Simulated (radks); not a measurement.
Results of a calculation; reference values are marked as such.
All-electron atom: the ruthenium ion Ru3+ in [Kr] 4d5 (the NIST ground configuration). Code: a radial shooting solver on a logarithmic mesh with Libxc functionals. Model: scalar-relativistic Kohn-Sham, r2SCAN, spin-unpolarised, spherical densities, finite nucleus; meta-GGA in the generalised Kohn-Sham scheme; Fermi nuclear charge, rms radius 4.4809 fm.

Unscreened Slater integrals over Kohn-Sham orbitals (eV).

integral    value
F0(4d,4d)  17.191
F2(4d,4d)  8.6859
F4(4d,4d)  5.7046
F0(4d,4p)  19.171
F2(4d,4p)  9.5220
G1(4d,4p)  11.946
G3(4d,4p)  7.3187
F0(4d,4s)  19.784
G2(4d,4s)  8.7359
F0(4d,3d)  23.169
F2(4d,3d)  4.3713
F4(4d,3d)  1.9023
G0(4d,3d)  1.3975
G2(4d,3d)  1.5890
G4(4d,3d)  1.2006
F0(4p,4p)  22.043
F2(4p,4p)  11.624
F0(4p,4s)  23.004
G1(4p,4s)  15.655
F0(4p,3d)  28.517
F2(4p,3d)  6.6497
G1(4p,3d)  2.1094
G3(4p,3d)  2.0465
F0(4s,4s)  24.122
F0(4s,3d)  30.719
G2(4s,3d)  2.4827
F0(3d,3d)  64.489
F2(3d,3d)  31.937
F4(3d,3d)  20.331

Derived for the open shells (J is the average intra-shell exchange parameter used in DFT+U). 4d: Racah B = F2/49 - 5 F4/441 = 0.1126 eV, C = 35 F4/441 = 0.4527 eV, C/B = 4.02, F4/F2 = 0.657, J = (F2 + F4)/14 = 1.028 eV.
